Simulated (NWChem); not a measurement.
A series in which one site is exchanged, each optimised at PBE0/def2-SVP with NWChem, gas phase unless a solvent is named. Some are not confirmed as minima by frequencies. def2 effective core potentials on Cd, I; no spin-orbit coupling.

A: [F][Cd][F] (CdF$_{2}$; site = F)
B: [F][Cd][Br] (CdBrF; site = Br)
C: [Cd]([I])[F] (CdIF; site = I)
D: [CdH][F] (CdHF; site = H)

Problem. Rank them by lowest singlet excitation, PBE/def2-SVPD, TDA (eV), lowest first.

Solution. C (3.81), B (4.30), A (5.07), D (6.24)
